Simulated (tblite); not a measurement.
A geometry optimisation, step by step.

C5H13NP2Si.
Numbering: `[SiH3:1][CH2:2]/[P:3]=[P:4]/[N:5]1[CH2:6][CH2:7][CH2:8][CH2:9]1` (hydrogens: H10, H11, H12 on Si1; H13, H14 on C2; H15, H16 on C6; H17, H18 on C7; H19, H20 on C8; H21, H22 on C9)

Computed with GFN2-xTB (tblite), gas phase: L-BFGS steps from a force-field or distance-geometry start until the largest atomic force falls under 0.01 eV/Å. 6 of its 265 geometries are shown.

Step 0: E = -733.9297 eV, largest atomic force 3.644 eV/Å
```
atom  x, y, z in Å  |  force x, y, z in eV/Å
Si1     3.788    0.406    0.425    0.344   0.956   0.325
C2      3.045   -1.164   -0.295    0.119  -0.626   1.720
P3      1.187   -1.083   -0.324   -1.139  -1.098  -2.881
P4      0.163   -0.430    1.287    0.578   1.046   3.442
N5     -1.628   -0.326    1.340    1.182  -0.789  -0.912
C6     -2.083    1.032    1.071    1.227   0.729  -0.214
C7     -1.594    1.159   -0.377   -0.657   0.517  -0.029
C8     -2.284   -0.076   -0.940   -0.639   0.984  -0.669
C9     -2.167   -1.060    0.207   -1.750  -0.828   0.417
H10     2.736    1.280    0.985    0.194  -0.140  -0.052
H11     4.717    0.001    1.476    0.072   0.044   0.071
H12     4.491    1.158   -0.626   -0.062  -0.107   0.037
H13     3.453   -1.355   -1.290   -0.577  -0.202   0.152
H14     3.317   -2.008    0.403   -0.172   0.564  -0.842
H15    -3.188    1.105    1.040    0.596  -0.143   0.588
H16    -1.604    1.787    1.744   -0.535  -0.717  -0.283
H17    -0.503    1.006   -0.424   -0.362   0.608  -0.088
H18    -1.926    2.087   -0.835    0.240   0.051  -0.234
H19    -3.357    0.236   -1.078    0.899  -0.677  -0.382
H20    -1.798   -0.407   -1.855   -0.358  -0.109  -0.078
H21    -3.206   -1.392    0.511    0.849  -0.046  -0.271
H22    -1.571   -1.938   -0.050   -0.050  -0.014   0.182
```

Step 53: E = -735.5210 eV, largest atomic force 0.178 eV/Å
```
atom  x, y, z in Å  |  force x, y, z in eV/Å
Si1     3.816    0.341    0.449    0.069   0.104   0.003
C2      2.967   -1.309    0.001   -0.029  -0.017   0.091
P3      1.167   -1.323   -0.485   -0.129   0.073   0.033
P4      0.442   -0.283    1.115   -0.076  -0.024   0.023
N5     -1.253   -0.316    1.044    0.004   0.140  -0.020
C6     -1.884    0.996    1.105   -0.108   0.070  -0.097
C7     -2.080    1.372   -0.376   -0.042  -0.014  -0.058
C8     -2.268    0.010   -1.077    0.033  -0.069   0.044
C9     -2.045   -1.014    0.047    0.128  -0.001   0.090
H10     2.889    1.262    1.114    0.036  -0.025  -0.058
H11     4.927    0.058    1.366   -0.031  -0.046  -0.060
H12     4.342    0.932   -0.787   -0.042   0.008   0.014
H13     3.507   -1.779   -0.823   -0.011  -0.022  -0.032
H14     3.046   -1.987    0.849    0.076  -0.090   0.078
H15    -2.856    0.894    1.599    0.003  -0.037   0.020
H16    -1.282    1.712    1.669    0.003  -0.105  -0.119
H17    -1.182    1.873   -0.746   -0.081  -0.033   0.027
H18    -2.940    2.021   -0.545    0.102   0.026   0.143
H19    -3.262   -0.096   -1.511    0.060   0.013  -0.002
H20    -1.524   -0.143   -1.859   -0.045   0.076  -0.003
H21    -2.998   -1.282    0.525    0.083  -0.010  -0.071
H22    -1.538   -1.921   -0.278   -0.003  -0.016  -0.046
```

Step 106: E = -735.6788 eV, largest atomic force 0.056 eV/Å
```
atom  x, y, z in Å  |  force x, y, z in eV/Å
Si1     4.030    0.038    0.227   -0.022  -0.001   0.008
C2      3.097   -1.550    0.718    0.010   0.011   0.021
P3      1.340   -1.644    0.103    0.007  -0.013   0.015
P4      0.548   -0.057    1.114   -0.011  -0.027  -0.009
N5     -1.053   -0.049    0.639    0.006   0.001  -0.031
C6     -1.964    0.995    1.068   -0.003   0.006  -0.004
C7     -2.802    1.357   -0.173   -0.045   0.006  -0.026
C8     -2.353    0.365   -1.257    0.012  -0.012   0.016
C9     -1.679   -0.749   -0.458   -0.006  -0.036   0.010
H10     3.595    1.136    1.095    0.004  -0.034  -0.030
H11     5.465   -0.207    0.387    0.016  -0.007   0.025
H12     3.743    0.355   -1.173    0.002   0.004  -0.015
H13     3.593   -2.422    0.285    0.009   0.023   0.002
H14     3.113   -1.687    1.800   -0.019   0.016  -0.032
H15    -2.611    0.608    1.863   -0.030  -0.016   0.016
H16    -1.403    1.837    1.475   -0.004   0.035  -0.031
H17    -2.639    2.385   -0.486    0.041   0.031   0.010
H18    -3.864    1.238    0.041    0.004  -0.011   0.010
H19    -3.183    0.000   -1.860    0.041   0.009   0.037
H20    -1.618    0.826   -1.919   -0.023   0.018   0.025
H21    -2.428   -1.446   -0.062    0.028  -0.021  -0.019
H22    -0.938   -1.309   -1.030   -0.017   0.018   0.004
```

Step 158: E = -735.7139 eV, largest atomic force 0.053 eV/Å
```
atom  x, y, z in Å  |  force x, y, z in eV/Å
Si1     4.188   -0.243    0.071   -0.025   0.045  -0.014
C2      3.049   -1.509    0.925   -0.011   0.003   0.008
P3      1.364   -1.542    0.135    0.022   0.005  -0.020
P4      0.508   -0.059    1.249   -0.016   0.001   0.001
N5     -0.963    0.173    0.500    0.002  -0.025  -0.002
C6     -2.049    0.905    1.126   -0.013   0.003   0.000
C7     -3.052    1.203   -0.001   -0.014   0.009   0.005
C8     -2.447    0.563   -1.258    0.001   0.013  -0.005
C9     -1.432   -0.440   -0.718    0.001  -0.012  -0.016
H10     3.620    1.096    0.252   -0.007  -0.002   0.001
H11     5.505   -0.310    0.703    0.044  -0.023   0.001
H12     4.278   -0.551   -1.358    0.009  -0.014   0.018
H13     3.467   -2.512    0.827   -0.020  -0.009   0.000
H14     2.960   -1.290    1.988    0.011   0.007  -0.003
H15    -2.521    0.295    1.906    0.005   0.014   0.003
H16    -1.658    1.808    1.596    0.003   0.009   0.002
H17    -3.191    2.274   -0.137   -0.009   0.009   0.016
H18    -4.022    0.764    0.233    0.019  -0.011  -0.013
H19    -3.202    0.091   -1.884    0.014  -0.015   0.006
H20    -1.929    1.316   -1.853    0.000   0.013   0.008
H21    -1.894   -1.414   -0.512   -0.008  -0.003   0.001
H22    -0.588   -0.600   -1.395   -0.008  -0.017   0.004
```

Step 211: E = -735.7516 eV, largest atomic force 0.137 eV/Å
```
atom  x, y, z in Å  |  force x, y, z in eV/Å
Si1     4.237   -0.387    0.018   -0.047  -0.012  -0.014
C2      3.006   -1.481    0.981    0.048  -0.042   0.046
P3      1.358   -1.470    0.124   -0.001   0.010  -0.019
P4      0.424   -0.124    1.347    0.017  -0.013   0.014
N5     -1.017    0.147    0.558   -0.010  -0.032   0.002
C6     -2.066    0.995    1.113   -0.014   0.006  -0.061
C7     -3.177    0.972    0.064   -0.050   0.058  -0.113
C8     -2.417    0.697   -1.233    0.005   0.004  -0.036
C9     -1.355   -0.297   -0.778   -0.046   0.013   0.008
H10     3.737    0.993    0.029    0.051  -0.052  -0.002
H11     5.549   -0.478    0.662    0.004   0.025   0.030
H12     4.332   -0.886   -1.356   -0.015   0.034   0.013
H13     3.364   -2.513    0.997   -0.030   0.029  -0.011
H14     2.907   -1.148    2.015   -0.003   0.010  -0.039
H15    -2.406    0.615    2.079    0.029  -0.018   0.016
H16    -1.688    2.011    1.262    0.011   0.017   0.000
H17    -3.730    1.910    0.024    0.013  -0.049   0.057
H18    -3.876    0.159    0.262    0.010  -0.001   0.030
H19    -3.049    0.313   -2.031    0.003  -0.053   0.063
H20    -1.938    1.613   -1.583    0.022   0.005   0.007
H21    -1.749   -1.324   -0.748    0.042   0.064  -0.019
H22    -0.457   -0.298   -1.408   -0.040  -0.005   0.027
```

Step 264: E = -735.7980 eV, largest atomic force 0.009 eV/Å
```
atom  x, y, z in Å  |  force x, y, z in eV/Å
Si1     4.379   -0.499    0.272    0.000   0.000  -0.003
C2      2.924   -1.585    0.850   -0.001   0.000   0.003
P3      1.391   -1.230   -0.142   -0.002  -0.002   0.000
P4      0.468   -0.001    1.205    0.001   0.002  -0.002
N5     -0.915    0.434    0.387    0.000  -0.002  -0.002
C6     -1.962    1.265    0.953    0.002   0.000   0.000
C7     -3.220    0.789    0.237    0.000  -0.002   0.001
C8     -2.693    0.509   -1.170   -0.002   0.000   0.001
C9     -1.305   -0.074   -0.911    0.003   0.000   0.000
H10     4.069    0.904    0.558    0.000  -0.006  -0.002
H11     5.577   -0.911    1.009   -0.003   0.002   0.000
H12     4.578   -0.688   -1.165    0.001   0.004   0.004
H13     3.165   -2.639    0.699   -0.003   0.005   0.001
H14     2.731   -1.435    1.912    0.004  -0.002   0.001
H15    -2.001    1.149    2.037    0.000   0.002   0.003
H16    -1.772    2.321    0.723    0.002   0.003   0.001
H17    -4.017    1.530    0.253    0.004   0.001   0.003
H18    -3.583   -0.133    0.694   -0.001  -0.001   0.002
H19    -3.328   -0.177   -1.727    0.002   0.002  -0.009
H20    -2.611    1.443   -1.728   -0.003  -0.003   0.000
H21    -1.318   -1.172   -0.880   -0.001  -0.003  -0.001
H22    -0.568    0.217   -1.669   -0.002   0.000  -0.001
```

**Question.** Summarise the path.

**Answer.** The energy falls by 1.8683 eV from step 0 to step 264; nine tenths of that is first reached at step 70. It rises by more than 0.2 meV at steps 56 and 139. The largest force goes from 3.644 to 0.009 eV/Å. Among the bonds P4–N5 changes most, from 1.795 to 1.665 Å; the atoms move by 1.799 Å rms after alignment.

What follows is the cost of the whole relaxation. Time: 3.2 s. Hardware: Arm Neoverse V1, one thread, shared host with 32 logical CPUs at a one-minute load of 16.
